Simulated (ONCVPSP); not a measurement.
## Pseudopotential generation for Li: ONCV, PBE, scalar-relativistic.

ONCVPSP 4.0.1 was run on this input:

```
# ATOM AND REFERENCE CONFIGURATION
# atsym  z   nc   nv     iexc    psfile
  Li 3.00    1    1        4      upf
#
#   n    l    f
    1    0    2.00
    2    0    1.00
#
# PSEUDOPOTENTIAL AND OPTIMIZATION
# lmax
    1
#
#   l,   rc,      ep,       ncon, nbas, qcut
    0    2.90    0.00    4    9    2.80
    1    3.10    0.21    4    7    3.00
#
# LOCAL POTENTIAL
# lloc, lpopt,  rc(5),   dvloc0
    4    5    2.05    4.00
#
# VANDERBILT-KLEINMAN-BYLANDER PROJECTORs
# l, nproj, debl
    0    2    3.10
    1    2    1.00
#
# MODEL CORE CHARGE
# icmod, fcfact, rcfact
    0    0.00    0.00
#
# LOG DERIVATIVE ANALYSIS
# epsh1, epsh2, depsh
   -2.00    5.00    0.02
#
# OUTPUT GRID
# rlmax, drl
    6.00    0.01
#
# TEST CONFIGURATIONS
# ncnf
    2
# nvcnf
#   n    l    f
    1
    2    0    0.50
#
    2
    2    0    0.00
    2    1    1.00
#
```

Command:

```bash
oncvpsp.x < Li.dat > Li.out
```

Output (shortened: citation, most of the input echo, consistency checks and plot data are left out):

```
ONCVPSP  (Optimized Norm-Conservinng Vanderbilt PSeudopotential)
scalar-relativistic version 4.0.1

#   n    l    f        energy (Ha)
    1    0    2.00    -1.9056244E+00
    2    0    1.00    -1.0562447E-01

Reference configufation results
  iterations    24
  all-electron total energy (Ha)   -7.45219754D+00

Begin loop to  construct optimized pseudo wave functions
and semi-local pseudopoentials for all angular momenta

   Wellstate for l =  0  n =  5
     eigenvalue =   2.9944
     asymptotic potential =   3.4944
     half-point radius =  4.6217

Calculating optimized projector #   1

 for l=   0

    Fraction of norm inside rc  0.303618
    Optimizing pswf for qcut=   2.79 a_B^-1,  ecut=   3.90 Ha
    Residual kinetic energy error=  1.25D-05 Ha

    Energy error per electron        Cutoff
         Ha          eV             Ha
         0.01000     0.27211        0.36
         0.00100     0.02721        1.96
         0.00010     0.00272        3.01
         0.00001     0.00027        4.32

Calculating optimized projector #   2

 for l=   0

    Fraction of norm inside rc  0.232142
    Optimizing pswf for qcut=   2.79 a_B^-1,  ecut=   3.90 Ha
    Residual kinetic energy error=  9.19D-02 Ha

    Energy error per electron        Cutoff
         Ha          eV             Ha
         0.01000     0.27211       13.62
         0.00100     0.02721       34.75
         0.00010     0.00272       39.94
         0.00001     0.00027       57.41

WARNING wellstate: moderately localized bound state found for n= 2 l=  1
WARNING scattering state with energy  0.05000000
WARNING will be used for the first projector

   Wellstate for l =  1  n =  3
     eigenvalue =   0.0500
     asymptotic potential =   0.5500
     half-point radius = 23.8917

   Wellstate for l =  1  n =  4
     eigenvalue =   1.0500
     asymptotic potential =   1.5500
     half-point radius =  5.7586

Calculating optimized projector #   1

 for l=   1

    Fraction of norm inside rc  0.126788
    Optimizing pswf for qcut=   2.99 a_B^-1,  ecut=   4.48 Ha
    Residual kinetic energy error=  2.19D-05 Ha

    Energy error per electron        Cutoff
         Ha          eV             Ha
         0.01000     0.27211        0.86
         0.00100     0.02721        2.25
         0.00010     0.00272        3.62
         0.00001     0.00027        6.62

Calculating optimized projector #   2

 for l=   1

    Fraction of norm inside rc  0.285726
    Optimizing pswf for qcut=   2.99 a_B^-1,  ecut=   4.48 Ha
    Residual kinetic energy error=  4.40D-03 Ha

    Energy error per electron        Cutoff
         Ha          eV             Ha
         0.01000     0.27211        3.72
         0.00100     0.02721        6.10
         0.00010     0.00272       17.93
         0.00001     0.00027       21.29

Construct Vanderbilt / Kleinmman-Bylander projectors

B matrix Hermiticity error, ll=   0
   1   2   -6.6375E-06

  Orthonormal projector coefficients -1.0929E+01 -2.8816E+00

B matrix Hermiticity error, ll=   1
   1   2    3.1155E-06

  Orthonormal projector coefficients -4.6012E+00 -7.6870E-01

Pseudoatom total energy   -0.190689

Diagnostic tests using Vanderbilt-Kleinman-Bylander pseudopotentials
  1 or more projectors used as specified by nproj input data

   l    rcore       rmatch      e in        delta e   norm test  slope test

   0   2.9084838   2.9967916  -0.1056245  -0.0000001   0.9998463   0.9998411
   0   2.9084838   2.9967916   2.9943755   0.0000001   1.0000079   1.0000079

   1   3.1063074   3.2006216   0.0500000   0.0000001   1.0000043   1.0000043
   1   3.1063074   3.2006216   1.0500000   0.0000050   1.0000140   1.0000140

 Testing for bound ghosts
   n   l    E NL Schr. Eq   E Basis Diag.   E Cutoff

   1   0       -0.105625       -0.100930     40.99

   2   1       -0.040047       -0.030302     22.95

 Testing for highly-localized positive-energy ghosts
       l    <radius>/rc     E Basis Diag.   E Cutoff

       0        0.456576       -0.041699     40.99  WARNING - GHOST(+)

Test configuration 0

   n   l     f        eae           eps        diff
   1   0  2.0000   -1.90562444
   2   0  1.0000   -0.10562447   -0.10562460   -1.37D-07

    Total energies and differences
      AE_ref= -7.45219754D+00  AE_tst= -7.45219754D+00  dif=  0.00D+00
      PS_ref= -1.90688976D-01  PS_tst= -1.90688976D-01  dif=  2.44D-12
      PSP excitation error= -2.44D-12

Test configuration 1

psatom: WARNING lschvkbb convergence error n,l,iter=   1   0   6
ea(ii),et,emin,emax -1.096489E-01 -1.206138E-01 -1.206138E-01 -1.206138E-01
run_config: WARNING for fully non-local PS atom, stg. 1
 WARNING no output for configuration 2

Test configuration 2

psatom: WARNING lschvkbb convergence error n,l,iter=   1   0   6
ea(ii),et,emin,emax -1.140675E-01 -1.254742E-01 -1.254742E-01 -1.254742E-01
run_config: WARNING for fully non-local PS atom, stg. 1
 WARNING no output for configuration 3
```

Note: ghosts flagged at negative energy: s at -1.13 eV; no localised positive-energy state flagged. A true bound ghost makes a file unfit for plane-wave use.

The run took about 2.1 s on one core of a shared server CPU.
